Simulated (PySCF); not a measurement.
CdHCl, SMILES [Cl][CdH]. Geometry optimised at B3LYP-D3(BJ)/def2-TZVPD. The def2 effective core potentials stand for the cores of Cd; spin–orbit coupling is left out.

Computed equilibrium geometry at B3LYP-D3(BJ)/def2-TZVPD (PySCF confirms it by a frequency run) as bond lengths and angles, and its point group:
point group C∞v.
Atoms: Cd1 H2 Cl3. Bonds (Å): Cd1–H2 1.652, Cd1–Cl3 2.308. Bond angles (°): H2–Cd1–Cl3 180.0.
